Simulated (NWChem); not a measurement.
The numbers come from NWChem runs, not from measurements. System: GeTe, charge 0, spin multiplicity 3, at the geometry of a parent with another charge or spin, in a state set for the comparison that need not be this species' ground state. Its SCF solution wasn't tested for a lower state. Level: UB2PLYP/def2-SVP with def2 effective core potentials on Te, 13 core orbitals frozen.

The NWChem input:

```
start mol
memory heap 200 mb stack 900 mb global 1100 mb
geometry units angstroms nocenter noautoz
  Ge     0.000000     0.000000     1.464896
  Te     0.000000     0.000000    -0.901474
  symmetry group C2v
end
basis spherical
  * library def2-svp
end
ecp
  Te library def2-ecp
end
dft
  xc hfexch 0.53 becke88 0.47 lyp 0.73 mp2 0.27
  dftmp2
  odft
  mult 3
  semidirect memsize 60000000 filesize 0
  iterations 100
end
mp2
  freeze core 13
end
task dft energy
```

Output (cleaned and shortened):

```
             Northwest Computational Chemistry Package (NWChem) 7.3.0
             --------------------------------------------------------

                                NWChem Input Module
                                -------------------

 Scaling coordinates for geometry "geometry" by  1.889725989
 (inverse scale =  0.529177249)

 Turning off AUTOSYM since
 SYMMETRY directive was detected!

                             Geometry "geometry" -> ""
                             -------------------------

 Output coordinates in angstroms (scale by  1.889725989 to convert to a.u.)

  No.       Tag          Charge          X              Y              Z
 ---- ---------------- ---------- -------------- -------------- --------------
    1 Ge                  32.0000     0.00000000     0.00000000     1.46489600
    2 Te                  52.0000     0.00000000     0.00000000    -0.90147400

 Effective nuclear repulsion energy (a.u.)     372.1104232793

            Nuclear Dipole moment (a.u.)
            ----------------------------
        X                 Y               Z
 ---------------- ---------------- ----------------
     0.0000000000     0.0000000000     0.0000453534

      Symmetry information
      --------------------

 Group name             C2v
 Group number             16
 Group order               4
 No. of unique centers     2

      Symmetry unique atoms

     1    2


 Summary of "ao basis" -> "" (spherical)
 ------------------------------------------------------------------------------
       Tag                 Description            Shells   Functions and Types
 ---------------- ------------------------------  ------  ---------------------
 *                          def2-svp                  on all atoms

 Summary of "ao basis" -> "ao basis" (spherical)
 ------------------------------------------------------------------------------
       Tag                 Description            Shells   Functions and Types
 ---------------- ------------------------------  ------  ---------------------
 Ge                         def2-svp                12       32   5s4p3d
 Te                         def2-svp                10       26   4s4p2d

 Summary of "ao basis" -> "ao basis" (spherical)
 ------------------------------------------------------------------------------
       Tag                 Description            Shells   Functions and Types
 ---------------- ------------------------------  ------  ---------------------
 Ge                         def2-svp                12       32   5s4p3d
 Te                         def2-svp                10       26   4s4p2d

      Symmetry analysis of basis
      --------------------------

        a1         27
        a2          5
        b1         13
        b2         13

            General Information
            -------------------
          SCF calculation type: DFT
          Wavefunction type:  spin polarized.
          No. of atoms     :     2
          No. of electrons :    56
           Alpha electrons :    29
            Beta electrons :    27
          Charge           :     0
          Spin multiplicity:     3
          Use of symmetry is: on ; symmetry adaption is: on
          Maximum number of iterations: 100
          AO basis - number of functions:    58
                     number of shells:    22
          Convergence on energy requested:  1.00D-06
          Convergence on density requested:  1.00D-05
          Convergence on gradient requested:  5.00D-04

              XC Information
[...]
   alpha      1      2      3      4      5      6      7      8      9     10
    beta      1      2      4      3      5      6      7      9      8     10
 overlap   1.000  1.000  1.000  1.000  1.000  1.000  1.000  1.000  1.000  1.000

   alpha     11     12     13     14     15     16     17     18     19     20
    beta     11     12     13     14     15     16     17     18     19     20
 overlap   1.000  1.000  1.000  0.998  1.000  1.000  1.000  0.998  0.991  1.000

   alpha     21     22     23     24     25     26     27     28     29     30
    beta     22     21     23     24     25     28     27     26     30     29
 overlap   1.000  1.000  0.991  0.998  0.991  0.992  0.969  0.998  0.966  0.998

   alpha     31     32     33     34     35     36     37     38     39     40
    beta     31     32     33     36     34     35     37     38     41     39
 overlap   0.994  0.996  0.995  0.975  0.989  0.990  0.986  0.983  0.739  0.980

   alpha     41     42     43     44     45     46     47     48     49     50
    beta     42     40     43     44     45     47     48     46     49     51
 overlap   0.763  0.992  0.993  0.986  0.984  0.997  0.999  1.000  0.999  1.000

   alpha     51     52     53     54     55     56     57     58
    beta     50     52     53     54     55     56     57     58
 overlap   0.999  1.000  1.000  0.999  1.000  1.000  1.000  1.000

     --------------------------
     Expectation value of S2:
     --------------------------
      <S2> =      2.0141 (Exact =     2.0000)

 center of mass
 --------------
 x =   0.00000000 y =   0.00000000 z =  -0.08176801

 moments of inertia (a.u.)
 ------------------
         942.111973279456           0.000000000000           0.000000000000
           0.000000000000         942.111973279456           0.000000000000
           0.000000000000           0.000000000000           0.000000000000

     Multipole analysis of the density
     ---------------------------------

     L   x y z        total         alpha         beta         nuclear
     -   - - -        -----         -----         ----         -------
     0   0 0 0     -0.000000    -29.000000    -27.000000     56.000000

     1   1 0 0      0.000000      0.000000      0.000000      0.000000
     1   0 1 0      0.000000     -0.000000      0.000000      0.000000
     1   0 0 1      0.506566    -25.247506    -21.945061     47.699133

     2   2 0 0    -35.715429    -21.168787    -14.546642      0.000000
     2   1 1 0     -0.000000     -0.000000     -0.000000      0.000000
     2   1 0 1      0.000000      0.000000      0.000000      0.000000
     2   0 2 0    -32.415422    -17.700533    -14.714888      0.000000
     2   0 1 1     -0.000000      0.000000     -0.000000      0.000000
     2   0 0 2    -27.936837   -183.817821   -158.991107    314.872090

                   NWChem MP2 Semi-direct Energy/Gradient Module
                   ---------------------------------------------

  Basis functions       =     58
  Molecular orbitals    =     58
  Frozen core           =     13
  Frozen virtuals       =      0
  Active alpha occupied =     16
  Active beta occupied  =     14
  Active alpha virtual  =     29
  Active beta virtual   =     31
  Use MO symmetry       = T
  Use skeleton AO sym   = T

  AO/Fock/Back tols     =   1.0D-09  1.0D-09  1.0D-09

 GA uses MA = F    GA memory limited = T

 Available:
  local mem=  4.43D+07
 global mem=  1.44D+08
 local disk=  0.00D+00
  mp2_memr nvloc                    29
  nvloc new                    29
   1 passes of  16:        3145728                      18694                   2671968.
   1 passes of  16: M     44316954           G      144172472           F      41171226.

 Semi-direct pass number   1 of   1  for UHF alpha       at        2.5s
  vrange nnbf                  1690
  mp2_eaftype                    10  avail_ma_in_mb                   386
 EAF : mp2_eaftype filesize          10    1335984.
  mp2_eaf for mointskh                     10
Node 0 wrote      6.3 Mb in      0.0 s     Agg I/O rate:  1394.1 Mb/s
 Done moints_semi at        4.4s
  mp2_eaftype                    10  avail_ma_in_mb                   386
 EAF : mp2_eaftype filesize          10    1335984.
  mp2_eaf for kh                    10
 Done maket at        4.4s
 Done multipass loop at        4.4s

 GA uses MA = F    GA memory limited = T

 Available:
  local mem=  4.43D+07
 global mem=  1.44D+08
 local disk=  0.00D+00
  mp2_memr nvloc                    31
  nvloc new                    31
   1 passes of  14:        3145728                      17929                   2499588.
   1 passes of  14: M     44316954           G      144172472           F      41171226.

 Semi-direct pass number   1 of   1  for UHF beta        at        4.5s
  vrange nnbf                  1690
  mp2_eaftype                    10  avail_ma_in_mb                   386
 EAF : mp2_eaftype filesize          10    1249794.
  mp2_eaf for mointskh                     10
Node 0 wrote      5.9 Mb in      0.0 s     Agg I/O rate:  1916.1 Mb/s
 Done moints_semi at        6.3s
  mp2_eaftype                    10  avail_ma_in_mb                   386
 EAF : mp2_eaftype filesize          10    1249794.
  mp2_eaf for kh                    10
 Done maket at        6.4s
 Done multipass loop at        6.4s

          -------------------------------------------
          DFT energy                   -2343.940023516353
          Unscaled MP2 energy             -0.373181086147
          Total DFT+MP2 energy         -2344.040782409613
          -------------------------------------------

 -----------------------
 Performance information
 -----------------------

 Timer overhead =  1.35D-07 seconds/call

               Nr. of calls         CPU time (s)                 Wall time (s)                GFlops
             ---------------    -------------------     ------------------------------   -------------------
Name         Min   Avg   Max    Min     Avg     Max     Min     Avg     Max   Mx/calls   Min     Max     Sum
mp2: moin     2     2     2    3.8     3.8     3.8      3.8     3.8     3.8     1.9      0.0     0.0     0.0
mp2: make     2     2     2   8.43E-2 8.43E-2 8.43E-2  8.43E-2 8.43E-2 8.43E-2 4.22E-2   0.0     0.0     0.0
mp2: tota     1     1     1    3.9     3.9     3.9      3.9     3.9     3.9     3.9      0.0     0.0     0.0

 The average no. of pstat calls per process was 5.00D+00
 with a timing overhead of 6.73D-07s

 Task  times  cpu:        6.4s     wall:        6.4s

 Total times  cpu:        6.4s     wall:        6.4s
```
